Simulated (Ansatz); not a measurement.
Consider the silylene formation by 1,1-elimination: `[NH2][Al]([OH])[SiH2]Cl` → `[NH2][AlH][OH]` + `[SiH]Cl`.

Isolated molecules relaxed with PBE0-D4/def2-TZVP in Ansatz; ΔE leaves out vibrations. CBS: MP2 limit from def2 TZ/QZ plus the TZ coupled-cluster correction, frozen cores. This one scheme is used for every species. Each species was taken in one conformer, which may not be the lowest.

`[NH2][Al]([OH])[SiH2]Cl`:

```xyz
10

N     0.575    1.065   -1.450
Al    0.126   -0.390   -0.562
O     0.141   -1.950   -1.223
Si   -0.564   -0.139    1.766
Cl   -0.427    1.889    2.223
H     0.878    1.131   -2.408
H     0.557    1.979   -1.025
H     0.388   -2.189   -2.114
H    -1.969   -0.542    2.043
H     0.295   -0.854    2.748
```

`[NH2][AlH][OH]`:

Cartesian coordinates in Å:
```
N 0.260 -0.770 -1.061
Al -0.362 0.325 0.169
O 0.583 0.524 1.566
H 1.125 -1.281 -0.996
H -0.206 -0.971 -1.930
H -1.734 1.078 -0.037
H 0.333 1.095 2.288
```

`[SiH]Cl`:

Z-matrix (Å, degrees):
```
Si
Cl 1 2.077
H 1 1.529 2 94.7
```

| species | HF/def2-QZVPP energy (Eh) |
| --- | --- |
| `[NH2][Al]([OH])[SiH2]Cl` | -1122.85917 |
| `[NH2][AlH][OH]` | -373.73924 |
| `[SiH]Cl` | -749.05050 |

Q: Work out ΔE.

A: ΔE = (-373.73924) + (-749.05050) − (-1122.85917) = 0.06943 Eh = +1.89 eV. CCSD(T)/CBS gives +2.09 eV.

Largest T1 diagnostic among the species: 0.013.

The D4 term adds +0.14 eV with B3LYP and +0.08 eV with PBE0; it sums over pairs of atoms, weighted by their polarisabilities, and B3LYP, whose exchange is more repulsive, gets the larger term. From PBE to PBE0 (25 % exact exchange), in def2-TZVPP and without D4, ΔE moves by +0.12 eV.

B3LYP here is the variant with VWN-RPA as its local correlation; programs differ in this.
